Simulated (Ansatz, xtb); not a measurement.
**C2H8GeSSi: which of two isomers lies lower**

Structure X is `C=C[Si@@H](S)[GeH3]`, a singlet and structure Y is `C=C[SiH2][GeH2][SH]`, a singlet. Both are isolated molecules in the gas phase, relaxed with B3LYP/def2-SVP; each stands in its lowest conformer found.

Estimate E(Y) − E(X) at the level CCSD(T)/def2-SVP + ΔMP2/def2-TZVPP.

Calculated at CCSD(T)/def2-SVP + ΔMP2/def2-TZVPP: E(Y) − E(X) = +4.0 kcal/mol, so structure X lies lower.

How the difference moves with the method:

```json
{"level": "GFN2-xTB", "geometry": "GFN2-xTB", "E(Y) − E(X) (kcal/mol)": "−5.7", "departure from the last row (kcal/mol)": "−9.7", "job, with rough time for the two": "optimisation, 0.45 s"}
{"level": "HF/STO-3G", "geometry": "GFN2-xTB", "E(Y) − E(X) (kcal/mol)": "+2.4", "departure from the last row (kcal/mol)": "−1.6", "job, with rough time for the two": "single point, 0.48 s"}
{"level": "r2SCAN-D4/def2-SVP", "geometry": "GFN2-xTB", "E(Y) − E(X) (kcal/mol)": "+3.8", "departure from the last row (kcal/mol)": "−0.2", "job, with rough time for the two": "single point, 2.9 s"}
{"level": "B3LYP/def2-SVP", "geometry": "B3LYP/def2-SVP", "E(Y) − E(X) (kcal/mol)": "+3.1", "departure from the last row (kcal/mol)": "−0.9", "job, with rough time for the two": "optimisation, 75 s"}
{"level": "HF/def2-SVP", "geometry": "B3LYP/def2-SVP", "E(Y) − E(X) (kcal/mol)": "+2.8", "departure from the last row (kcal/mol)": "−1.2", "job, with rough time for the two": "part of the CCSD(T) run"}
{"level": "MP2/def2-SVP", "geometry": "B3LYP/def2-SVP", "E(Y) − E(X) (kcal/mol)": "+4.3", "departure from the last row (kcal/mol)": "+0.4", "job, with rough time for the two": "part of the CCSD(T) run"}
{"level": "CCSD(T)/def2-SVP", "geometry": "B3LYP/def2-SVP", "E(Y) − E(X) (kcal/mol)": "+3.8", "departure from the last row (kcal/mol)": "−0.2", "job, with rough time for the two": "single point"}
{"level": "CCSD(T)/def2-SVP + ΔMP2/def2-TZVPP", "geometry": "B3LYP/def2-SVP", "E(Y) − E(X) (kcal/mol)": "+4.0", "departure from the last row (kcal/mol)": "", "job, with rough time for the two": "single point, 42 s"}
```

As drawn, Y has 1 Ge–S, 1 Si–H in place of 1 S–Si, 1 Ge–H.

GFN2-xTB puts the two in the other order. The largest departure from CCSD(T)/def2-SVP + ΔMP2/def2-TZVPP is that of GFN2-xTB, 9.7 kcal/mol. The last row adds to CCSD(T) the change of the MP2 difference between the two basis sets, here +0.2 kcal/mol.

With thermal terms from frequencies at re-optimised GFN2-xTB minima (ideal gas, soft modes damped towards free rotors, one conformer each, 298.15 K, 1 atm): on the last row, ΔE + ΔZPE = +3.6, ΔH = +3.5, ΔG = +3.9 kcal/mol.

The correlated steps freeze 21 core orbitals; the filled d shell of Ge is correlated, in a basis made for valence electrons. Mirror images aren't counted in ΔG. Programs: Ansatz 0.2.0, xtb 6.7.1; the last row on 2 threads of Intel(R) Xeon(R) 6975P-C (Granite Rapids) on a shared host.
